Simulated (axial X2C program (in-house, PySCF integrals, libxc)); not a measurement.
Photoelectron levels of GaCl by EOM-IP-CCSD

Computed with an in-house all-electron X2C program for linear molecules (integrals from PySCF): two-component X2C with atomic mean-field Coulomb and Gaunt terms, Gaussian nuclei, basis Ga dyall-cv3z, Cl dyall-av3z with contracted cores.

R = 2.045 Å (0.920 times 2.223 Å, the PBE0 minimum at charge 0 for the lowest determinant).

Vertical ionisation energies of GaCl to the states of GaCl⁺:

| Ω of GaCl⁺ | vertical IE (eV) | above lowest (cm⁻¹) | ionised spinor | one-hole weight |
| --- | --- | --- | --- | --- |
| 1/2 | 9.698 | 0 | 40% Ga sσ, 28% Ga pσ, 22% Cl pσ | 0.96 |
| 3/2 | 12.011 | 18653 | 88% Cl pπ | 0.93 |
| 1/2 | 12.086 | 19260 | 88% Cl pπ | 0.93 |
| 1/2 | 14.764 | 40859 | 65% Cl pσ, 27% Ga sσ | 0.90 |

Problem. Take the first Ω = 1/2 and Ω = 3/2 rows of π character: how far apart are they, and which lies lower?

Solution. E(3/2) − E(1/2) = 18653 − 19260 = -607 cm⁻¹ at EOM-IP-CCSD: inverted, Ω = 3/2 lower. Splittings at this level can be off by ten to twenty per cent.

This point took 20 s on 1 thread of Intel(R) Xeon(R) Processor @ 2.30GHz (shared host).

Reference electrons by ω block (each with its −ω partner): 1/2: 17, 3/2: 6, 5/2: 1. 20 electrons of GaCl correlated (inner shells frozen), 92 natural virtual spinors (a truncated set); levels can be off by some tenths of an eV. Roots sought by Ω: (1/2: 4, 3/2: 3, 5/2: 1); rows need 60 % one-particle weight and stop where some Ω has no more roots. Missing are any skipped roots, higher Ω and states of a further excitation; these come out far too high here and may in truth be low or lowest. T1 of the reference 0.013 (Lee–Taylor). Number of frozen shells: Ga 3 s, 2 p; Cl 2 s, 1 p.
